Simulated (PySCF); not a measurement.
## Running PySCF for LiGa⁺

Input:

```python
from pyscf import gto, scf
from pyscf.hessian import thermo

mol = gto.M(
    atom='Li 0 0 0; Ga 0 0 2.72',
    basis='jorge-dzp-dkh',
    charge=1,
    spin=1,
    verbose=4,
)
mf = scf.UHF(mol)
mf = mf.sfx2c1e()
mf.kernel()
hess = mf.Hessian().kernel()
print('wavenumber (cm^-1) =', thermo.harmonic_analysis(mol, hess)['freq_wavenumber'].round(1))
mf.dip_moment()
print('orbital energies (hartree):', [e[max(0, n-3):n+3].round(4) for e, n in zip(mf.mo_energy, mol.nelec)])
```

```bash
$ python input.py
```

The log (some set-up lines and the per-cycle HOMO/LUMO lines with their warnings removed):

```
PySCF version 2.14.0

[INPUT] Symbol           X                Y                Z      unit          X                Y                Z       unit  Magmom
[INPUT]  1 Li     0.000000000000   0.000000000000   0.000000000000 AA    0.000000000000   0.000000000000   0.000000000000 Bohr   0.0
[INPUT]  2 Ga     0.000000000000   0.000000000000   2.720000000000 AA    0.000000000000   0.000000000000   5.140055058817 Bohr   0.0

nuclear repulsion = 18.0931914027794
number of shells = 24
number of NR pGTOs = 112
number of NR cGTOs = 58
basis = jorge-dzp-dkh
ecp = {}

******** <class 'pyscf.x2c.sfx2c1e.sfX2C1eUHF'> ********
method = sfX2C1eUHF
initial guess = minao
damping factor = 0
level_shift factor = 0
DIIS = <class 'pyscf.scf.diis.CDIIS'>
SCF conv_tol = 1e-09
SCF max_cycles = 50
number electrons alpha = 17  beta = 16

******** <class 'pyscf.x2c.sfx2c1e.SpinFreeX2CHelper'> ********
approx = 1e
xuncontract = 1
init E= -1949.365273869

cycle= 1 E= -1949.29022482941  delta_E= 0.075  |g|= 0.132  |ddm|= 0.788
cycle= 2 E= -1949.33246704525  delta_E= -0.0422  |g|= 0.104  |ddm|= 0.546
cycle= 3 E= -1949.34001265297  delta_E= -0.00755  |g|= 0.0367  |ddm|= 0.135
cycle= 4 E= -1949.34582563816  delta_E= -0.00581  |g|= 0.02  |ddm|= 0.182
cycle= 5 E= -1949.34807685144  delta_E= -0.00225  |g|= 0.00704  |ddm|= 0.154
cycle= 6 E= -1949.34828178118  delta_E= -0.000205  |g|= 0.00272  |ddm|= 0.0469
cycle= 7 E= -1949.34831895972  delta_E= -3.72e-05  |g|= 0.00104  |ddm|= 0.0279
cycle= 8 E= -1949.34832344161  delta_E= -4.48e-06  |g|= 0.000255  |ddm|= 0.0132
cycle= 9 E= -1949.34832365031  delta_E= -2.09e-07  |g|= 0.000106  |ddm|= 0.0019
cycle= 10 E= -1949.34832368528  delta_E= -3.5e-08  |g|= 3.53e-05  |ddm|= 0.000809
cycle= 11 E= -1949.34832368904  delta_E= -3.76e-09  |g|= 7.25e-06  |ddm|= 0.000191
cycle= 12 E= -1949.34832368917  delta_E= -1.25e-10  |g|= 1.69e-06  |ddm|= 5.11e-05
Extra cycle  E= -1949.34832368917  delta_E= -5e-12  |g|= 8.76e-07  |ddm|= 5.14e-06
converged SCF energy = -1949.34832368917  <S^2> = 0.76383106  2S+1 = 2.0137836
wavenumber (cm^-1) = [317.1]
Dipole moment(X, Y, Z, Debye):  0.00000,  0.00000,  3.99316
orbital energies (hartree): [array([-1.3521, -0.6624, -0.428 , -0.1557, -0.1557, -0.1378]), array([-1.3516, -1.3489, -0.6059, -0.1534, -0.141 , -0.141 ])]
```

In short: E(SCF) = -1949.348324 Eh, 12 cycles, ⟨S²⟩ = 0.764, wavenumbers 317 cm⁻¹.

Wall time 16 s on one thread of a shared host.

The bond length is a typed value, not an optimised one, so the wavenumber is not that of the minimum. The dipole of an ion depends on the origin. No search for the lowest solution was made.
